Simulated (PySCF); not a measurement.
SnHFBr2, SMILES [F][SnH]([Br])[Br].

Geometry optimised at r2SCAN-D4/def2-SVP. The structure was generated by enumeration; whether it is a known compound was not checked. The def2 effective core potentials stand for the cores of Sn; spin–orbit coupling is left out.

Method: r2SCAN-D4/def2-SVP (PySCF).

Frequencies are harmonic and unscaled.

| mode | ν (cm⁻¹) | IR (km/mol) | Raman (Å⁴/amu) | depolarisation | moving atoms (share of kinetic energy) |
|---|---|---|---|---|---|
| 1 | 73 | 1.1 | 3.0 | 0.70 | Br 75 %, Sn 21 % |
| 2 | 134 | 8.2 | 1.5 | 0.75 | F 81 %, Br 15 % |
| 3 | 135 | 12.4 | 1.6 | 0.63 | F 55 %, Sn 28 %, Br 17 % |
| 4 | 255 | 14.6 | 11.5 | 0.09 | Br 67 %, Sn 31 % |
| 5 | 282 | 54.4 | 2.9 | 0.75 | Br 51 %, Sn 49 % |
| 6 | 535 | 108.2 | 24.2 | 0.75 | H 98 % |
| 7 | 549 | 59.1 | 22.1 | 0.63 | H 96 % |
| 8 | 641 | 47.9 | 7.3 | 0.16 | F 86 %, Sn 13 % |
| 9 | 1954 | 73.6 | 291.7 | 0.20 | H 99 % |
